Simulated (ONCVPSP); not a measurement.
# An all-electron radial function and its pseudo partner (sulfur (S))

Columns: radius, all-electron u(r) and pseudo u(r) of the 3s shell (level -27.51 eV) of sulfur in the configuration [Ne] 3s2 3p3; PBE, non-relativistic, ONCV scheme, ONCVPSP 4.0.1.

```tsv
r (bohr)	all-electron	pseudo
0.080	0.1768	0.0322
0.160	-0.1163	0.0683
0.240	-0.3443	0.1104
0.320	-0.4206	0.1578
0.400	-0.3741	0.2080
0.480	-0.2509	0.2585
0.560	-0.0898	0.3088
0.640	0.0821	0.3607
0.720	0.2477	0.4177
0.800	0.3969	0.4828
0.880	0.5250	0.5556
0.960	0.6306	0.6324
1.040	0.7143	0.7062
1.120	0.7772	0.7696
1.200	0.8211	0.8171
1.280	0.8479	0.8467
1.360	0.8601	0.8599
1.440	0.8598	0.8598
1.520	0.8495	0.8495
1.600	0.8308	0.8308
1.680	0.8058	0.8058
1.760	0.7758	0.7758
1.840	0.7424	0.7424
1.920	0.7065	0.7065
2.000	0.6692	0.6692
2.080	0.6312	0.6312
```

(1) How many radial nodes do the two functions have?

(2) At about which radius was the pseudo-wave matched?

(3) Is the pseudo-wave norm-conserving?

Results:

(1) The all-electron 3s function has n − l − 1 = 2; the pseudo-wave has 0, since the states of the same l below it are removed with the core.

(2) 1.45 bohr. The columns agree to 0.0005 from 1.36 bohr on; several derivatives are matched, so the curves merge somewhat inside the radius.

(3) Yes: the ONCV scheme keeps the norm inside the radius equal to the all-electron one, which fixes the energy derivative of the logarithmic derivative at the level.
